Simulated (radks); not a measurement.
The numbers below are computed, except where a source is named.
Species: Ba+. Configuration: [Xe] 6s1 (the NIST ground configuration).

Code: a radial shooting solver on a logarithmic mesh with Libxc functionals. Model: scalar-relativistic Kohn-Sham, PBEsol, spin-polarised, spherical densities, finite nucleus; open shells are filled with parallel spins first (spin-orbit coupling, left out, can overturn this in heavy ions); Fermi nuclear charge, rms radius 4.8378 fm.

Energy parts (hartree):
| part | energy |
|---|---|
| total | -8131.8381 |
| kinetic | 8583.1851 |
| electron-nucleus | -19667.8586 |
| Hartree | 3146.9416 |
| exchange-correlation | -194.1062 |

Orbitals (lengths in bohr, moments of r in powers of bohr; r(max) is where P^2 peaks):
\begin{tabular}{lrrrr}
orbital & occ. & eigenvalue (hartree) & r(max) & <r^2> \\ \hline
1s up & 1 & -1368.718 & 0.01643 & 0.0008891 \\
1s down & 1 & -1368.718 & 0.01643 & 0.0008891 \\
2s up & 1 & -216.5332 & 0.09292 & 0.01422 \\
2s down & 1 & -216.5330 & 0.09292 & 0.01422 \\
2p up & 3 & -194.2321 & 0.07464 & 0.01130 \\
2p down & 3 & -194.2319 & 0.07464 & 0.01130 \\
3s up & 1 & -45.86516 & 0.2665 & 0.09751 \\
3s down & 1 & -45.86487 & 0.2665 & 0.09751 \\
3p up & 3 & -38.71469 & 0.2607 & 0.09754 \\
3p down & 3 & -38.71440 & 0.2607 & 0.09754 \\
3d up & 5 & -28.31840 & 0.2151 & 0.08393 \\
3d down & 5 & -28.31813 & 0.2151 & 0.08393 \\
4s up & 1 & -9.16082 & 0.6250 & 0.5128 \\
4s down & 1 & -9.16025 & 0.6250 & 0.5127 \\
4p up & 3 & -6.85349 & 0.6537 & 0.5827 \\
4p down & 3 & -6.85284 & 0.6537 & 0.5826 \\
4d up & 5 & -3.50304 & 0.6954 & 0.7450 \\
4d down & 5 & -3.50215 & 0.6954 & 0.7448 \\
5s up & 1 & -1.44732 & 1.470 & 3.013 \\
5s down & 1 & -1.44476 & 1.470 & 3.000 \\
5p up & 3 & -0.89700 & 1.670 & 4.165 \\
5p down & 3 & -0.89236 & 1.669 & 4.111 \\
6s up & 1 & -0.29092 & 3.862 & 20.47 \\
5d up & 0 & -0.26784 & 2.425 & 11.48 \\
5d down & 0 & -0.24897 & 2.365 & 10.53 \\
6p up & 0 & -0.19200 & 4.708 & 31.27 \\
\end{tabular}

The highest occupied level is 6s up at -7.916 eV. The electron density at the nucleus is 3.339e+05 e/bohr^3 (large components only). The density falls to 0.001 e/bohr^3 at r = 4.72 bohr.
